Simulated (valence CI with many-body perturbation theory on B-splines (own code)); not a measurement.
**Yb21+ in brief**

Calculated by relativistic CI+MBPT: three valence electrons over a frozen Dirac-Fock core [Kr] 4d10, radial functions for each j: 8 s, 8 p, 9 d, 9 f, 6 g, 3 h, 2 i, with the one-electron correlation potential Σ1, the two-electron term Σ2, the three-electron term Σ3, Breit, model QED; selected CI, second order for the rest (own B-spline code, finite nucleus).

No measured spectrum was set against this ion. As an estimate, terms of the open shell hold to a few per cent of their energy, and close levels can change places. Core correlation moves these levels by up to 44000 cm⁻¹, and in measured spectra 5 to 20 % of such shifts remained as error; rates that hang on mixing are uncertain with them.

Names give the largest LS component (configuration and term), which can be under half, so a name can repeat, a term be missing and a line seem to break the LS rules; names also repeat where a configuration has a term twice.

Rates and lifetimes use the calculated energies. Strong lines usually hold to 10 to 20 %, long lifetimes can be off by a factor of two.

(1) What is the ground level?

(2) Where does the other parity begin?

(3) Name the longest-lived excited levels whose lifetime is computed, and their main decay.

(4) How well does LS coupling describe the low levels?

(5) What is the ionisation energy?

(6) How is the term 4I° of the ground level split?

Results:

(1) 4f3 4I°_9/2, composition 88 % 4f3 4I° + 12 % 4f3 2H°, g = 0.749.

(2) At 4f2 5s 4H_7/2, 515390 cm⁻¹.

(3) 4f3 4G°_5/2 at 46171 cm⁻¹ lives 150 ms, mostly by M1 to 4f3 4F°_3/2; 4f3 4F°_7/2 at 42102 cm⁻¹ lives 75.2 ms, mostly by M1 to 4f3 4I°_9/2; 4f3 4S°_3/2 at 41729 cm⁻¹ lives 65.6 ms, mostly by M1 to 4f3 4F°_3/2. The lifetime of 4f3 4F°_3/2 is too uncertain to give, and may be longer.

(4) Among the lowest 20 levels the leading LS term, summed over configurations, holds 73 % on average. For single configurations the figures are 73 % in LS and 70 % in jj coupling. Terms mix most in the J = 3/2 level at 61210 cm⁻¹, where the leading one holds 36 %.

(5) 574.95 eV; NIST lists 580 ± 30 eV (theoretical).

(6) J = 9/2 at 0, J = 11/2 at 12361, J = 13/2 at 23648, J = 15/2 at 33961 cm⁻¹.
